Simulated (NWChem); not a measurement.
The numbers come from NWChem runs, not from measurements. System: NS, charge 0, spin multiplicity 2, optimised in this run. The structure started from a generated list of species. Its SCF solution wasn't tested for a lower state. Level: UPBE0/def2-SVP.

NWChem printed:

```
             Northwest Computational Chemistry Package (NWChem) 7.3.0
             --------------------------------------------------------

                                NWChem Input Module
                                -------------------

 Scaling coordinates for geometry "geometry" by  1.889725989
 (inverse scale =  0.529177249)

 Turning off AUTOSYM since
 SYMMETRY directive was detected!

          ------
          auto-z
          ------

                             Geometry "geometry" -> ""
                             -------------------------

 Output coordinates in angstroms (scale by  1.889725989 to convert to a.u.)

  No.       Tag          Charge          X              Y              Z
 ---- ---------------- ---------- -------------- -------------- --------------
    1 N                    7.0000     0.00000000     0.00000000     1.01795896
    2 S                   16.0000     0.00000000     0.00000000    -0.44535704

 Effective nuclear repulsion energy (a.u.)      40.5024286538

            Nuclear Dipole moment (a.u.)
            ----------------------------
        X                 Y               Z
 ---------------- ---------------- ----------------
     0.0000000000     0.0000000000     0.0000000000

      Symmetry information
      --------------------

 Group name             C2v
 Group number             16
 Group order               4
 No. of unique centers     2

      Symmetry unique atoms

     1    2


 Summary of "ao basis" -> "" (spherical)
 ------------------------------------------------------------------------------
       Tag                 Description            Shells   Functions and Types
 ---------------- ------------------------------  ------  ---------------------
 *                          def2-svp                  on all atoms

                           NWChem Geometry Optimization
                           ----------------------------

 maximum gradient threshold         (gmax) =   0.000450
 rms gradient threshold             (grms) =   0.000300
 maximum cartesian step threshold   (xmax) =   0.001800
 rms cartesian step threshold       (xrms) =   0.001200
 fixed trust radius                (trust) =   0.300000
 maximum step size to saddle      (sadstp) =   0.100000
 energy precision                  (eprec) =   5.0D-06
 maximum number of steps          (nptopt) =   80
 initial hessian option           (inhess) =    0
 line search option               (linopt) =    1
 hessian update option            (modupd) =    1
 saddle point option              (modsad) =    0
 initial eigen-mode to follow     (moddir) =    0
 initial variable to follow       (vardir) =    0
 follow first negative mode     (firstneg) =    T
 apply conjugacy                    (opcg) =    F
 source of zmatrix                         =   autoz

          -------------------
          Energy Minimization
          -------------------

 Names of Z-matrix variables
    1

 Variables with the same non-blank name are constrained to be equal

 Using diagonal initial Hessian
 Scaling for Hessian diagonals: bonds = 1.00  angles = 0.25  torsions = 0.10

          --------
          Step   0
          --------

                         Geometry "geometry" -> "geometry"
                         ---------------------------------

 Output coordinates in angstroms (scale by  1.889725989 to convert to a.u.)

  No.       Tag          Charge          X              Y              Z
 ---- ---------------- ---------- -------------- -------------- --------------
    1 N                    7.0000     0.00000000     0.00000000     1.01795896
    2 S                   16.0000     0.00000000     0.00000000    -0.44535704

 Effective nuclear repulsion energy (a.u.)      40.5024286538

            Nuclear Dipole moment (a.u.)
            ----------------------------
        X                 Y               Z
 ---------------- ---------------- ----------------
     0.0000000000     0.0000000000     0.0000000000

      Symmetry information
      --------------------

 Group name             C2v
 Group number             16
 Group order               4
 No. of unique centers     2

      Symmetry unique atoms

     1    2

                                 NWChem DFT Module
[...]
 d_dipole_x/<atom=   2,z> =     0.0000     [    0.0000]

 Y vector of derivative dipole (au) [debye/angstrom]
 d_dipole_y/<atom=   1,x> =    -0.0000     [   -0.0000]
 d_dipole_y/<atom=   1,y> =    -0.2481     [   -1.1917]
 d_dipole_y/<atom=   1,z> =     0.0000     [    0.0000]
 d_dipole_y/<atom=   2,x> =     0.0000     [    0.0000]
 d_dipole_y/<atom=   2,y> =     0.2481     [    1.1917]
 d_dipole_y/<atom=   2,z> =    -0.0000     [   -0.0000]

 Z vector of derivative dipole (au) [debye/angstrom]
 d_dipole_z/<atom=   1,x> =     0.0000     [    0.0000]
 d_dipole_z/<atom=   1,y> =    -0.0000     [   -0.0000]
 d_dipole_z/<atom=   1,z> =     0.3855     [    1.8516]
 d_dipole_z/<atom=   2,x> =    -0.0000     [   -0.0000]
 d_dipole_z/<atom=   2,y> =     0.0000     [    0.0000]
 d_dipole_z/<atom=   2,z> =    -0.3855     [   -1.8515]

 HESSIAN: the Hessian is done

  Vibrational analysis via the FX method

  See chapter 2 in "Molecular Vibrations" by Wilson, Decius and Cross

  Vib: Default input used

 ---------------------------- Atom information ----------------------------
     atom    #        X              Y              Z            mass
 --------------------------------------------------------------------------
    N        1  0.0000000D+00  0.0000000D+00  1.9597197D+00  1.4003070D+01
    S        2  0.0000000D+00  0.0000000D+00 -8.7765896D-01  3.1972070D+01
 --------------------------------------------------------------------------

          ----------------------------------------------------
          MASS-WEIGHTED NUCLEAR HESSIAN (Hartree/Bohr/Bohr/Kamu)
          ----------------------------------------------------

               1            2            3            4            5            6
   ----- ----- ----- ----- -----
    1   -3.06471D-03
    2   -1.77290D-07 -3.18435D-03
    3    1.08457D-07  1.26638D-08  4.35817D+01
    4    2.05727D-03 -1.70294D-08  1.00911D-08 -1.61490D-03
    5   -6.84061D-09  2.05910D-03  1.75861D-09 -5.51079D-06 -1.57931D-03
    6   -2.44460D-07  1.04510D-07 -2.88422D+01  6.74523D-06  4.86827D-06  1.90889D+01


 ----------------------------------------------------------------------------
 Normal Eigenvalue ||         Derivative Dipole Moments (debye/angs)
  Mode   [cm**-1]  ||      [d/dqX]             [d/dqY]           [d/dqZ]
 ------ ---------- || ------------------ ------------------ -----------------
    1      -11.015 ||      -0.010              -0.382            -0.000
    2      -10.930 ||      -0.382               0.010            -0.000
    3       -2.137 ||       0.003               0.006            -0.000
    4       -2.040 ||       0.012              -0.001            -0.000
    5        4.875 ||       0.000               0.000             0.000
    6     1286.866 ||      -0.000               0.000             0.593
 ----------------------------------------------------------------------------

 ----------------------------------------------------------------------------
 Normal Eigenvalue ||                 Infra Red Intensities
  Mode   [cm**-1]  || [atomic units] [(debye/angs)**2] [(KM/mol)] [arbitrary]
 ------ ---------- || -------------- ----------------- ---------- -----------
    1      -11.015 ||    0.006320           0.146         6.161      13.590
    2      -10.930 ||    0.006315           0.146         6.156      13.580
    3       -2.137 ||    0.000002           0.000         0.002       0.004
    4       -2.040 ||    0.000006           0.000         0.006       0.013
    5        4.875 ||    0.000000           0.000         0.000       0.000
    6     1286.866 ||    0.015259           0.352        14.876      32.814
 ----------------------------------------------------------------------------

        Vibrational analysis via the FX method
  --- with translations and rotations projected out ---
  --- via the Eckart algorithm                      ---
 Dependent rotation vector no.                    3
  found in ECKART; assuming linear geometry
 Projected Nuclear Hessian trans-rot subspace norm:1.4014D-45
                         (should be close to zero!)

          --------------------------------------------------------
          MASS-WEIGHTED PROJECTED HESSIAN (Hartree/Bohr/Bohr/Kamu)
          --------------------------------------------------------

               1            2            3            4            5            6
   ----- ----- ----- ----- -----
    1    0.00000D+00
    2    0.00000D+00  0.00000D+00
    3   -7.82696D-22  1.10943D-21  4.35822D+01
    4    0.00000D+00  0.00000D+00 -1.25099D-21  0.00000D+00
    5   -1.22167D-24  0.00000D+00  0.00000D+00 -8.27903D-22  0.00000D+00
    6    5.08214D-22 -7.42774D-22 -2.88427D+01  8.27903D-22  0.00000D+00  1.90881D+01

 center of mass
 --------------
 x =   0.00000000 y =   0.00000000 z =  -0.01345253

 moments of inertia (a.u.)
 ------------------
          78.398100831791           0.000000000000           0.000000000000
           0.000000000000          78.398100831791           0.000000000000
           0.000000000000           0.000000000000           0.000000000000

 Rotational Constants
 --------------------
 A=   0.000000 cm-1  (  0.000000 K)
 B=   0.767878 cm-1  (  1.104780 K)
 C=   0.767878 cm-1  (  1.104780 K)

 Temperature                      =   298.15K
 frequency scaling parameter      =   1.0000

 Linear Molecule

 Zero-Point correction to Energy  =    1.839 kcal/mol  (  0.002930 au)
 Thermal correction to Energy     =    3.327 kcal/mol  (  0.005301 au)
 Thermal correction to Enthalpy   =    3.919 kcal/mol  (  0.006245 au)

 Total Entropy                    =   50.519 cal/mol-K
   - Translational                =   37.385 cal/mol-K (mol. weight =  45.9751)
   - Rotational                   =   13.106 cal/mol-K (symmetry #  =        1)
   - Vibrational                  =    0.029 cal/mol-K

 Cv (constant volume heat capacity) =    5.120 cal/mol-K
   - Translational                  =    2.979 cal/mol-K
   - Rotational                     =    1.986 cal/mol-K
   - Vibrational                    =    0.155 cal/mol-K


 ----------------------------------------------------------------------------
 Normal Eigenvalue ||    Projected Derivative Dipole Moments (debye/angs)
  Mode   [cm**-1]  ||      [d/dqX]             [d/dqY]           [d/dqZ]
 ------ ---------- || ------------------ ------------------ -----------------
    1       -0.000 ||       0.000               0.000             0.000
    2        0.000 ||      -0.318              -0.000             0.000
    3        0.000 ||       0.000              -0.318            -0.000
    4        0.000 ||       0.211               0.000            -0.000
    5        0.000 ||      -0.000               0.211             0.000
    6     1286.871 ||      -0.000               0.000             0.593
 ----------------------------------------------------------------------------

 ----------------------------------------------------------------------------
 Normal Eigenvalue ||           Projected Infra Red Intensities
  Mode   [cm**-1]  || [atomic units] [(debye/angs)**2] [(KM/mol)] [arbitrary]
 ------ ---------- || -------------- ----------------- ---------- -----------
    1       -0.000 ||    0.000000           0.000         0.000       0.000
    2        0.000 ||    0.004396           0.101         4.285       9.453
    3        0.000 ||    0.004396           0.101         4.285       9.453
    4        0.000 ||    0.001925           0.044         1.877       4.140
    5        0.000 ||    0.001925           0.044         1.877       4.140
    6     1286.871 ||    0.015259           0.352        14.876      32.814
 ----------------------------------------------------------------------------

 Task  times  cpu:        6.6s     wall:        6.6s

 Total times  cpu:        8.1s     wall:        8.1s
```

Question: Write an NWChem input that would produce this output.

Answer: Several could match; the one computed here: 
```
start mol
memory heap 200 mb stack 900 mb global 1100 mb
geometry units angstroms
  N      0.000000     0.000000     1.017959
  S      0.000000     0.000000    -0.445357
  symmetry group C2v
end
basis spherical
  * library def2-svp
end
dft
  xc pbe0
  odft
  mult 2
  semidirect memsize 60000000 filesize 0
  iterations 100
end
driver
  maxiter 80
end
task dft optimize
task dft freq
```
